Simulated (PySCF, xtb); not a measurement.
Si(Me)(OH)(NH2)2 (CH8N2OSi), SMILES C[Si](N)(N)O. Other conformers were not sampled.

Harmonic wavenumbers (cm⁻¹) from GFN2-xTB (xtb) at its own minimum, in rising order: 74, 153, 174, 198, 209, 246, 248, 273, 292, 495, 620, 690, 776, 785, 808, 820, 823, 866, 927, 947, 1382, 1492, 1496, 1525, 1534, 3050, 3055, 3060, 3482, 3488, 3519, 3526, 3671.

Problem. What does PySCF 2.14.0 with PBE-D3(BJ)/def2-SVP give at its own minimum? (Estimate from the structure and the level; the computed values follow.)

Solution. 119, 179, 206, 225, 262, 272, 304, 334, 395, 422, 445, 643, 707, 733, 767, 788, 807, 862, 905, 921, 1222, 1381, 1386, 1487, 1492, 2978, 3071, 3085, 3487, 3489, 3583, 3586, 3751. Paired by order, the mean absolute difference is 54 cm⁻¹ and the zero-point energies are 63.9 and 63.3 kcal/mol.
